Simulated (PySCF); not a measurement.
**TDDFT excited states: C5H15NSi2**

C₅H₁₅NSi₂.
SMILES with atom numbers: `[CH3:1][N:2]([CH3:3])[C@H:4]1[CH2:5][CH2:6][SiH2:7][SiH2:8]1` (hydrogens: H9, H10, H11 on C1; H12, H13, H14 on C3; H15 on C4; H16, H17 on C5; H18, H19 on C6; H20, H21 on Si7; H22, H23 on Si8)

Cartesian coordinates in Å at the PBE0-D3(BJ)/def2-SVP level; atoms count from 1:
```
atom  x, y, z in Å
C1    -2.1084    1.4487    0.6784
N2    -1.4033    0.3766    0.0251
C3    -2.0122   -0.9079    0.2500
C4     0.0371    0.4224    0.1799
C5     0.6127   -0.0027    1.5497
C6     2.1314    0.1966    1.6065
Si7    2.9379   -0.6754    0.1082
Si8    1.0216   -0.4683   -1.2188
H9    -1.6776    2.4189    0.3858
H10   -3.1647    1.4465    0.3646
H11   -2.0968    1.3935    1.7904
H12   -2.0359   -1.2181    1.3184
H13   -1.4783   -1.6884   -0.3128
H14   -3.0541   -0.8950   -0.1085
H15    0.3344    1.4783    0.0269
H16    0.1198    0.5675    2.3566
H17    0.3735   -1.0653    1.7373
H18    2.5512   -0.1581    2.5606
H19    2.3714    1.2724    1.5366
H20    3.2855   -2.0963    0.4291
H21    4.1773    0.0195   -0.3591
H22    0.4260   -1.7832   -1.6114
H23    1.1245    0.3880   -2.4384
```

Computed, not measured: TDDFT wB97X-D/def2-SVPD, vertical, gas phase, core orbitals frozen in the response (PySCF 2.14.0, density-fitted response routines).

```json
{"state": "S1", "E (eV)": "5.54", "E (hartree)": "0.2037", "f": "0.0099", "|μ| (D)": "0.68", "main configurations (H = HOMO, L = LUMO)": "H→L (63%), H→L+1 (23%)"}
{"state": "S2", "E (eV)": "5.88", "E (hartree)": "0.2159", "f": "0.015", "|μ| (D)": "0.82", "main configurations (H = HOMO, L = LUMO)": "H→L+1 (46%), H→L+2 (35%)"}
{"state": "S3", "E (eV)": "6.16", "E (hartree)": "0.2263", "f": "0.043", "|μ| (D)": "1.36", "main configurations (H = HOMO, L = LUMO)": "H→L+2 (33%), H→L (18%), H→L+1 (17%)"}
{"state": "S4", "E (eV)": "6.39", "E (hartree)": "0.2349", "f": "0.024", "|μ| (D)": "1.00", "main configurations (H = HOMO, L = LUMO)": "H→L+3 (54%), H→L+4 (21%)"}
{"state": "S5", "E (eV)": "6.68", "E (hartree)": "0.2455", "f": "0.026", "|μ| (D)": "1.01", "main configurations (H = HOMO, L = LUMO)": "H→L+4 (40%), H→L+5 (36%)"}
{"state": "S6", "E (eV)": "6.76", "E (hartree)": "0.2483", "f": "0.017", "|μ| (D)": "0.80", "main configurations (H = HOMO, L = LUMO)": "H→L+5 (24%), H-1→L (18%), H-1→L+1 (16%)"}
{"state": "S7", "E (eV)": "6.87", "E (hartree)": "0.2526", "f": "0.020", "|μ| (D)": "0.87", "main configurations (H = HOMO, L = LUMO)": "H-1→L (43%), H→L+5 (24%), H→L+4 (13%)"}
{"state": "S8", "E (eV)": "7.00", "E (hartree)": "0.2574", "f": "0.014", "|μ| (D)": "0.73", "main configurations (H = HOMO, L = LUMO)": "H-1→L+1 (57%), H-1→L (10%)"}
{"state": "S9", "E (eV)": "7.27", "E (hartree)": "0.2671", "f": "0.019", "|μ| (D)": "0.84", "main configurations (H = HOMO, L = LUMO)": "H→L+6 (55%), H→L+7 (27%)"}
{"state": "S10", "E (eV)": "7.45", "E (hartree)": "0.2739", "f": "0.0096", "|μ| (D)": "0.58", "main configurations (H = HOMO, L = LUMO)": "H→L+9 (41%), H→L+7 (21%), H-1→L+3 (9%)"}
```

Triplets (Tamm–Dancoff): T1 5.40 eV, H→L (57%), H→L+1 (24%); T2 5.63 eV, H→L+1 (40%), H-1→L+1 (17%), H→L (16%); T3 5.89 eV, H→L+2 (48%), H-1→L (14%); T4 6.13 eV, H→L+3 (41%), H-1→L (16%), H→L+8 (10%).

The lowest singlet comes at 224 nm (535 kJ/mol) in the ultraviolet; it is weak; its leading configuration is HOMO→LUMO (63%). The strongest level in the table is S3 at 6.16 eV (201 nm, f = 0.043). Löwdin shares by element: HOMO nitrogen 50%, carbon 22% or more (atoms not listed hold the other 28%); LUMO silicon 38%, carbon 15% or more (atoms not listed hold the other 47%). Of the 10 states listed, 8 reach f = 0.01 and none stays under 0.0005. The listed states span 1.91 eV, and the widest gap between neighbours is 0.33 eV (S1 to S2). Orbital energies (eV): HOMO-3 -10.53, HOMO-2 -10.47, HOMO-1 -9.36, HOMO -7.70, LUMO 1.78, LUMO+1 2.01, LUMO+2 2.16. The vertical ionisation energy (ΔSCF) is 7.68 eV, 0.23 eV above S10. Singlets were solved by full linear response, triplets in the Tamm–Dancoff approximation.

One conformer stands for the species.
